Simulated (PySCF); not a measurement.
HO₄Re, triplet (typed; the unrestricted solution is spin-contaminated), geometry from GFN2-xTB (such geometries of metal compounds can be far from the true shape) (the multiplicity is a formal guess) (core potentials on Re), with bond 3-1 at 1.6 times its length. Base run: PySCF with M062X/def2-SV(P).

Input for PySCF:
```python
from pyscf import gto, scf, dft

mol = gto.Mole()
mol.atom = '''
    Re    0.015965   -0.014552   -0.112133
    O     1.133164    0.839957   -0.984042
    O     0.771879   -0.497117    2.645861
    O    -0.481088   -1.366039   -0.927588
    O    -1.150394    0.869796    1.093606
    H    -1.118092    0.870921    2.061239
'''
mol.basis = 'def2-sv(p)'
mol.ecp = {'Re': 'def2-sv(p)'}
mol.charge = 0
mol.spin = 2
mol.verbose = 4
mol.build()

mf = dft.UKS(mol)
mf.xc = 'm062x'
mf.kernel()
mf.analyze()
```

The base run was repeated with changes; each row names its change, and settings that it needs were set with it.

```csv
change,ΔE vs base (mEh),<S^2>,outcome
base,0.000,2.258,converged
init_guess = vsap,-,-,input refused
diis = off (with mf.max_cycle = 100),-,-,not converged
conv_tol = 1e-4,0.210,2.284,converged
solver = newton; init_guess = 1e,37.570,2.528,another SCF solution
init_guess = mod_huckel,0.000,2.258,converged
diis_space = 20,0.000,2.258,converged
diis = off; damp = 0.3 (with mf.diis_start_cycle = 200; with mf.max_cycle = 150),-,-,not converged
level_shift = 0.5 (with mf.max_cycle = 100),-,-,not converged
level_shift = 1.0 (with mf.max_cycle = 100),-,-,not converged
diis_space = 2,-,-,not converged
conv_tol = 1e-11,0.000,2.258,converged
DIIS = ADIIS,-,-,not converged
```

A guess, shift, damping, solver or small numerical setting can't move a converged solution much, so rows marked as another SCF solution ended in a different state.

Open shells are given as the SCF converged; they aren't shown to be the lowest states, and a large step between rows can be another state.

- init_guess = vsap: ended with `AssertionError: ECP or PP not supported`
